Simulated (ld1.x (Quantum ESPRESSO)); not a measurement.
**u(r) = r·R(r): atom against pseudo-atom (S)**

Columns: radius, all-electron u(r) and pseudo u(r) of the 3s shell (level -17.17 eV) of sulfur in the configuration [Ne] 3s2 3p4; LDA (PZ), non-relativistic, TM scheme, ld1.x (Quantum ESPRESSO) 7.5.

```
r (bohr)  all-electron  pseudo
   0.088        0.1511  0.0321
   0.175       -0.1649  0.0653
   0.262       -0.3711  0.1015
   0.350       -0.4068  0.1429
   0.438       -0.3181  0.1909
   0.525       -0.1639  0.2461
   0.612        0.0157  0.3101
   0.700        0.1965  0.3838
   0.788        0.3609  0.4648
   0.875        0.4999  0.5483
   0.962        0.6130  0.6300
   1.050        0.7012  0.7041
   1.138        0.7651  0.7641
   1.225        0.8069  0.8060
   1.312        0.8305  0.8302
   1.400        0.8388  0.8388
   1.487        0.8345  0.8345
   1.575        0.8202  0.8202
   1.662        0.7983  0.7983
   1.750        0.7703  0.7703
   1.838        0.7381  0.7381
   1.925        0.7036  0.7036
   2.012        0.6673  0.6673
   2.100        0.6299  0.6299
   2.188        0.5923  0.5923
   2.275        0.5556  0.5556
```

Q: How many radial nodes do the two functions have?

A: The all-electron 3s function has n − l − 1 = 2; the pseudo-wave has 0, since the states of the same l below it are removed with the core.

Q: At about which radius was the pseudo-wave matched?

A: 1.50 bohr. The columns agree to 0.0005 from 1.31 bohr on; several derivatives are matched, so the curves merge somewhat inside the radius.

Q: Where does each function peak?

A: Outermost all-electron maximum near 1.40 bohr, pseudo maximum near 1.40 bohr (to the table’s step).

Q: Is the pseudo-wave norm-conserving?

A: Yes: the TM scheme keeps the norm inside the radius equal to the all-electron one, which fixes the energy derivative of the logarithmic derivative at the level.
